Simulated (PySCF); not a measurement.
CH8FNOSi2, SMILES N[SiH2][Si@@H](O)CF. Geometry: PBE0-D3(BJ)/def2-SVP. The structure was generated by enumeration; whether it is a known compound was not checked. One conformer was computed; it need not be the lowest.

Computed equilibrium geometry at PBE0-D3(BJ)/def2-SVP (PySCF confirms it by a frequency run) as a Z-matrix (one conformer of several):
```
Si
O 1 1.6813
H 2 0.9615 1 116.57
H 1 1.5024 2 109.76 3 -39.28
C 1 1.9061 4 107.49 2 -121.35
F 5 1.3880 1 106.26 4 -71.85
H 5 1.1045 6 108.81 1 -123.25
H 5 1.1046 7 107.49 6 117.91
Si 1 2.3472 4 113.06 2 118.17
N 9 1.7417 1 112.59 4 -77.07
H 10 1.0142 9 117.51 1 88.77
H 10 1.0154 11 109.92 9 137.90
H 9 1.4940 10 107.45 11 -32.87
H 9 1.4980 13 108.78 10 119.36
```
